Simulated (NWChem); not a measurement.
System: C3H5BFN; SMILES C#CB(N)CF

Here is an NWChem input.

```
start job
memory heap 200 mb stack 900 mb global 1100 mb
geometry units angstroms noautosym nocenter noautoz
  C     -0.522715    -2.780227    -0.000668
  C     -0.167257    -1.615839    -0.000060
  B      0.241560    -0.132352     0.000415
  N      1.573070     0.261122     0.000235
  C     -0.869388     0.999292     0.001273
  F     -0.297800     2.261686    -0.001011
  H     -0.832652    -3.809968    -0.001282
  H      2.357196    -0.376313    -0.000298
  H      1.808575     1.246784     0.000342
  H     -1.527659     0.904482    -0.882187
  H     -1.523952     0.906164     0.887695
end
basis spherical
  C library def2-svp
  B library def2-svp
  N library def2-svp
  F library def2-svp
  H library def2-svp
end
dft
  xc b3lyp
  iterations 150
  mulliken
end
task dft energy
esp
  recalculate
  probe 0.07
  range 0.3
  factor 1.0
  spacing 0.02
end
task esp
```

Parts of the log:

```
             Northwest Computational Chemistry Package (NWChem) 7.3.0
             --------------------------------------------------------

                             Geometry "geometry" -> ""
                             -------------------------

 Output coordinates in angstroms (scale by  1.889725989 to convert to a.u.)

  No.       Tag          Charge          X              Y              Z
 ---- ---------------- ---------- -------------- -------------- --------------
    1 C                    6.0000    -0.52271500    -2.78022700    -0.00066800
    2 C                    6.0000    -0.16725700    -1.61583900    -0.00006000
    3 B                    5.0000     0.24156000    -0.13235200     0.00041500
    4 N                    7.0000     1.57307000     0.26112200     0.00023500
    5 C                    6.0000    -0.86938800     0.99929200     0.00127300
    6 F                    9.0000    -0.29780000     2.26168600    -0.00101100
    7 H                    1.0000    -0.83265200    -3.80996800    -0.00128200
    8 H                    1.0000     2.35719600    -0.37631300    -0.00029800
    9 H                    1.0000     1.80857500     1.24678400     0.00034200
   10 H                    1.0000    -1.52765900     0.90448200    -0.88218700
   11 H                    1.0000    -1.52395200     0.90616400     0.88769500

 Effective nuclear repulsion energy (a.u.)     192.4956131828

                                 NWChem DFT Module
                                 -----------------

 Summary of "ao basis" -> "ao basis" (spherical)
 ------------------------------------------------------------------------------
       Tag                 Description            Shells   Functions and Types
 ---------------- ------------------------------  ------  ---------------------
 C                          def2-svp                 6       14   3s2p1d
 B                          def2-svp                 6       14   3s2p1d
 N                          def2-svp                 6       14   3s2p1d
 F                          def2-svp                 6       14   3s2p1d
 H                          def2-svp                 3        5   2s1p

            General Information
            -------------------
          SCF calculation type: DFT
          Wavefunction type:  closed shell.
          No. of atoms     :    11
          No. of electrons :    44
           Alpha electrons :    22
            Beta electrons :    22
          Charge           :     0
          Spin multiplicity:     1
          Use of symmetry is: off; symmetry adaption is: off
          Maximum number of iterations: 150
          AO basis - number of functions:   109
                     number of shells:    51
          Convergence on energy requested:  1.00D-06
          Convergence on density requested:  1.00D-05
          Convergence on gradient requested:  5.00D-04

              XC Information
              --------------
                         B3LYP Method XC Potential
                     Hartree-Fock (Exact) Exchange  0.200
                        Slater Exchange Functional  0.800 local
                    Becke 1988 Exchange Functional  0.720 non-local
              Lee-Yang-Parr Correlation Functional  0.810
                  VWN I RPA Correlation Functional  0.190 local

[...]

                     NWChem Electrostatic Potential Fit Module
                     -----------------------------------------

 Atom parameters

 Number of atoms is                                   11
 Number of basis functions is                        109

 Grid parameters

 Maximum number of grid points is                  43998
 Number of grid points is                          43997
 Grid range                                     0.300000 nm
 Grid spacing                                   0.020000 nm
 Probe radius                                   0.070000 nm
 Atom radius factor                             1.000000

 Atomic radii

    1    0.100000
    5    0.158000
    6    0.147000
    7    0.140000
    9    0.128000
 FASTESP  F
  using M.O. file = ./job.movecs

    Atom              Coordinates                           Charge

                                                  ESP

    1 C    -0.052272   -0.278023   -0.000067   -0.303367
    2 C    -0.016726   -0.161584   -0.000006   -0.158495
    3 B     0.024156   -0.013235    0.000042    0.323232
    4 N     0.157307    0.026112    0.000024   -0.686737
    5 C    -0.086939    0.099929    0.000127    0.268333
    6 F    -0.029780    0.226169   -0.000101   -0.299566
    7 H    -0.083265   -0.380997   -0.000128    0.249821
    8 H     0.235720   -0.037631   -0.000030    0.326545
    9 H     0.180858    0.124678    0.000034    0.312236
   10 H    -0.152766    0.090448   -0.088219   -0.015782
   11 H    -0.152395    0.090616    0.088770   -0.016220
                                            ------------
                                                0.000000

 Dipole moment                                  0.616684

 Quadrupole moment Qxx                          8.054643
                   Qyy                         -4.132436
                   Qzz                         -3.922207

 RMS deviation kJ/mol                           0.054920

 RRMS %                                        30.576456
```

Level: B3LYP/def2-SVP. All runs use the structure optimised with PBE0/def2-SVP.
